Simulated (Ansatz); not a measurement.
```yaml
crystal:
  periodic: [false, false, false]
  atoms:
    - {symbol: Nb, position_ang: [0.114037, -0.328888, -0.558319]}
    - {symbol: Te, position_ang: [-1.104926, 0.456970, -0.211468]}
    - {symbol: Te, position_ang: [0.990882, -0.149429, 0.690028]}
basis:
  gaussian: {orbitals: def2-TZVP}
total_charge: 1
hamiltonian: {xc: {name: LC-wPBE}}
```

```sh
$ ansatz run in.yaml --threads 4 --pin off --events-out ev --progress --plain --max-ram 3916MiB
```

Output, abridged:

```
Functional definition: LC-wPBE
1090 factors; their error is unknown
312 factors; integrals over basis functions are off by at most 3.5e-5 eV
mean field evaluation 1: about -16006.8003 eV, gradient 1.8e2 eV
mean field evaluation 2: about -15819.1712 eV, gradient 3.6e2 eV
mean field evaluation 4: about -16054.5448 eV, gradient 2.0e1 eV
mean field evaluation 8: about -16055.2983 eV, gradient 1.5e0 eV
mean field evaluation 16: about -16055.5170 eV, gradient 4.3e-2 eV
mean field evaluation 32: about -16057.1076 eV, gradient 1.2e1 eV
mean field -16057.47081520 eV, -590.1011683139 hartree, gradient 1.9e-5 eV, S^2 0.000000; 2 other end points of the search recorded, 0 dependent functions left out
reference -16057.47081520 eV, -590.1011683141 hartree; 30, 30 occupied and 110, 110 virtual orbitals, 1090 factors
Total energy: -16057.47081520 eV, -590.1011683141 hartree
```

In this input the geometry is squeezed to about two thirds of its size. The calculation finished and met its thresholds. The result belongs to that input, not to the species as meant.

In the def2 sets Nb, Te take a core potential; there is no spin–orbit coupling. LC-ωPBE has ω = 0.4 bohr⁻¹.
